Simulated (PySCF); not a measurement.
C2H7NOTe. Atoms are numbered in the order given.

```xyz
12

Te     0.6133     0.3406     0.2756
O     -0.5400     1.9653    -0.0158
H     -1.0758     2.0735     0.7803
N     -0.5443    -1.1682    -0.3641
C     -1.6412    -1.6284     0.4554
C     -0.7619    -1.3421    -1.7828
H     -2.5814    -1.0690     0.2747
H     -1.8460    -2.6929     0.2400
H     -1.3875    -1.5411     1.5208
H     -0.9604    -2.4074    -2.0000
H     -1.6232    -0.7569    -2.1611
H      0.1300    -1.0386    -2.3473
```
Charge 0, spin multiplicity 1.

Geometry optimised at PBE0-D3(BJ)/def2-SVP. This is a generated structure with no PubChem entry under its InChIKey; it may be hypothetical. The def2 effective core potentials stand for the cores of Te; spin–orbit coupling is left out. One conformer was computed; it need not be the lowest.

Method: TDDFT-PBE/def2-SVPD (PySCF).

Vertical excitations. Gas-phase values at a fixed geometry.

**Question.** Estimate the UV-visible absorptions. (Estimate from the structure and the level; the computed values follow.)

**Answer.** 
| state | energy (eV) | λ (nm) | f | main pairs |
|---|---|---|---|---|
| S1 | 3.21 | 386 | 0.001 | HOMO→LUMO 99 % |
| S2 | 3.92 | 317 | 0.001 | HOMO→LUMO+1 98 % |
| S3 | 4.00 | 310 | 0.045 | HOMO−1→LUMO 90 % |
| S4 | 4.44 | 279 | 0.025 | HOMO−1→LUMO+1 91 % |
| S5 | 4.77 | 260 | 0.062 | HOMO→LUMO+2 100 % |
| S6 | 5.28 | 235 | 0.011 | HOMO−2→LUMO 95 % |
| S7 | 5.35 | 232 | 0.009 | HOMO→LUMO+3 96 % |
| S8 | 5.39 | 230 | 0.001 | HOMO−1→LUMO+2 95 % |
| S9 | 5.60 | 221 | 0.028 | HOMO→LUMO+4 96 % |
| S10 | 5.87 | 211 | 0.014 | HOMO→LUMO+5 98 % |
| T1 | 2.58 | 480 | 0 | HOMO→LUMO 100 % |
| T2 | 3.19 | 389 | 0 | HOMO→LUMO+1 99 % |
| T3 | 3.28 | 377 | 0 | HOMO−1→LUMO 99 % |
| T4 | 3.92 | 316 | 0 | HOMO−1→LUMO+1 99 % |
Triplets are in the Tamm–Dancoff approximation, which puts them higher than full response would, so one can lie above its singlet here.
